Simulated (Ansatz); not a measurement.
Basis-set series for C$_{2}$H$_{6}$ClInO (`C[CH2][In]([OH])[Cl]`). Charge 0, multiplicity 1. In takes the def2 core potential. The geometry is a stationary point of PBE0-D4/def2-TZVP. It is one conformer, not always the lowest.

```tsv
functional	basis	functions	energy (Eh)	HOMO (eV)	LUMO (eV)
PBE0-D4	def2-TZVPP	269	-805.20747	-7.89	-1.27
PBE0-D4	def2-QZVPP	503	-805.23213	-7.91	-1.39
ωB97M-V	def2-TZVPP	269	-805.38602	-10.04	0.41
ωB97M-V	def2-QZVPP	503	-805.40987	-10.07	0.11
```

Question: Give the rows for def2-SVP. (An estimate is asked.)

Answer: Computed: 
```
functional     basis  functions  energy (Eh)  HOMO (eV)  LUMO (eV)
   PBE0-D4  def2-SVP        116   -804.85253      -7.77      -1.03
   ωB97M-V  def2-SVP        116   -805.02458      -9.90       0.74
```

Positive LUMOs are unbound and depend on the basis.
